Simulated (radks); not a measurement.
Species: Sn3+. Configuration: [Kr] 4d9 5s0.5 5p1.5 (fractional occupations, a model configuration).

Method: scalar-relativistic Kohn-Sham, SCAN, spin-polarised, spherical densities, finite nucleus; open shells are filled with parallel spins first (spin-orbit coupling, left out, can overturn this in heavy ions); meta-GGA in the generalised Kohn-Sham scheme; Fermi nuclear charge, rms radius 4.6519 fm; computed with a radial shooting solver on a logarithmic mesh with Libxc functionals.

Energy parts (hartree):
| part | energy |
|---|---|
| total | -6175.13588 |
| kinetic | 6447.50327 |
| electron-nucleus | -14866.86611 |
| Hartree | 2408.76547 |
| exchange-correlation | -164.53851 |

Orbitals (lengths in bohr, moments of r in powers of bohr; r(90%) holds 90 % of the orbital's charge):
orbital  occ.  eigenvalue (hartree)   <1/r>  r(90%)
1s up       1             -1069.624   53.08  0.0522
1s down     1             -1069.619   53.08  0.0522
2s up       1             -163.3185   12.13   0.194
2s down     1             -163.3069   12.13   0.194
2p up       3             -146.6245   11.65   0.178
2p down     3             -146.6132   11.65   0.178
3s up       1             -32.92428   4.317   0.498
3s down     1             -32.91737   4.316   0.498
3p up       3             -27.42198   4.103   0.506
3p down     3             -27.41298   4.102   0.506
3d up       5             -18.98881   3.865   0.495
3d down     5             -18.97509   3.865   0.495
4s up       1              -6.47558   1.696    1.18
4s down     1              -6.42338   1.694    1.18
4p up       3              -4.79352   1.547    1.29
4p down     3              -4.74154   1.547    1.29
4d up       5              -2.33574   1.256    1.62
4d down     4              -2.27395   1.266    1.60
5s up     0.5              -1.49276  0.6330    2.93
5p up     1.5              -1.11840  0.5439    3.39

The highest occupied level is 5p up at -30.433 eV. The electron density at the nucleus is 1.964e+05 e/bohr^3 (large components only). The spin density at the nucleus is 29.54 e/bohr^3 (1s -0.09, 2s -0.38, 3s 0.80, 4s 0.70, 5s 28.50). The density falls to 0.001 e/bohr^3 at r = 3.73 bohr.

Empty levels of this run are not shown, since the potential may be unsettled where no density lies.
